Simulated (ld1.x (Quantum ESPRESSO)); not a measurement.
# cobalt: from the effect back to the setting (RRKJ)

Base potential:

```
Element                 : cobalt
Generator               : ld1.x (Quantum ESPRESSO) 7.5
Type                    : norm-conserving RRKJ (Kleinman–Bylander form)
Functional              : LDA (PZ)
Relativity              : scalar-relativistic
Frozen core             : [Ar]
Valence charge          : 9
Reference configuration : 3d7 4s2 4p0
Partial waves           : 4p (bound, empty): rc 2.95 bohr; 3d (bound): rc 0.90 bohr; 4s (bound): rc 2.20 bohr
Local potential         : the s channel
Core correction         : a·sin(br)/r model core inside 0.75 bohr
```

Cutoffs, loose and tight: the cutoffs (Ry, on a coarse ladder) from which the occupation-weighted sum of valence levels, in a spherical-Bessel basis at the reference potential, stays within 10 and 1 mRy of its value at 400 Ry. They do not see the model core or the augmentation charge, which bear on the density cutoff. Test errors are all-electron minus pseudo excitation energies from the reference, over the configurations 3d7 4s1 4p0; 3d7 4s0 4p0; 3d6 4s0 4p0; 3d8 4s1 4p0; 3d7 4s1.5 4p0; 3d7 4s0 4p1; 3d6 4s2 4p1 (two spin-polarised tests are not counted in the largest error); variants that change the core or the reference have their own tests.

Only the s radius is moved:

```json
{"s radius (bohr)": "1.52", "cutoff, loose": "200 Ry", "cutoff, tight": "260 Ry", "bound ghosts": "none", "largest test error (meV)": "-527", "median size of the test errors": "25.7 meV"}
{"s radius (bohr)": "1.88", "cutoff, loose": "200 Ry", "cutoff, tight": "230 Ry", "bound ghosts": "none", "largest test error (meV)": "-498", "median size of the test errors": "52.7 meV"}
{"s radius (bohr)": "2.3", "cutoff, loose": "200 Ry", "cutoff, tight": "230 Ry", "bound ghosts": "none", "largest test error (meV)": "-498", "median size of the test errors": "53.9 meV"}
{"s radius (bohr)": "2.94", "cutoff, loose": "200 Ry", "cutoff, tight": "230 Ry", "bound ghosts": "none", "largest test error (meV)": "-779", "median size of the test errors": "77.7 meV"}
{"s radius (bohr)": "3.14", "cutoff, loose": "200 Ry", "cutoff, tight": "230 Ry", "bound ghosts": "none", "largest test error (meV)": "-955", "median size of the test errors": "105.9 meV"}
```

Problem. One more run gave cutoff, loose: 200 Ry; cutoff, tight: 230 Ry; bound ghosts: none; largest test error (meV): -529; median size of the test errors: 54.2 meV. Which value of the s radius was used?

Solution. 2.46 bohr. The median size of the test errors moves one way along this sweep, from 25.7 meV at 1.52 to 105.9 meV at 3.14 bohr, which places the run between 2.3 and 2.94 bohr.
